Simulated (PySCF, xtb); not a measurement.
Al(H)(Et)(vinyl) (C₄H₉Al), SMILES C=[CH][AlH][CH2]C. The values are those of a single conformer.

Harmonic wavenumbers (cm⁻¹) from GFN2-xTB (xtb) at its own minimum, in rising order: 50, 63, 82, 127, 168, 266, 303, 467, 502, 524, 593, 702, 912, 924, 962, 975, 1025, 1042, 1217, 1235, 1238, 1405, 1410, 1448, 1506, 1507, 1609, 1747, 2832, 2852, 2915, 2984, 2999, 3010, 3024, 3036.

**Question.** What does PBE-D3(BJ)/def2-SVP run with PySCF give at its own minimum? (The exact figures need the calculation; the answer reports its results.)

**Answer.** 36, 89, 107, 162, 198, 315, 343, 506, 547, 563, 626, 710, 905, 929, 957, 963, 995, 1027, 1169, 1202, 1225, 1345, 1370, 1380, 1424, 1433, 1591, 1850, 2950, 2952, 3006, 3020, 3025, 3039, 3043, 3105. Paired by order, the mean absolute difference is 41 cm⁻¹ and the zero-point energies are 68.1 and 68.8 kcal/mol.
